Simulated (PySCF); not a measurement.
Harmonic spectrum computed at PBE0 in the def2-SVP basis family (core potentials from Rb on, PySCF, no spin–orbit coupling):

```tsv
ω (cm⁻¹)	IR (km/mol)
127	0.3
229	21.1
260	30.9
367	10.2
529	228
1257	98.7
```

Task: Which molecule gave it? In each, all ligands are bound to the one heavy central atom.
A. MoOBr₂ (triplet)
B. SiOBr₂ (singlet)
C. TiOBr₂ (singlet)
D. HfOBr₂ (singlet)

Result: B. It has C2v symmetry with Si–Br 2.181 Å (×2), Si–O 1.524 Å.
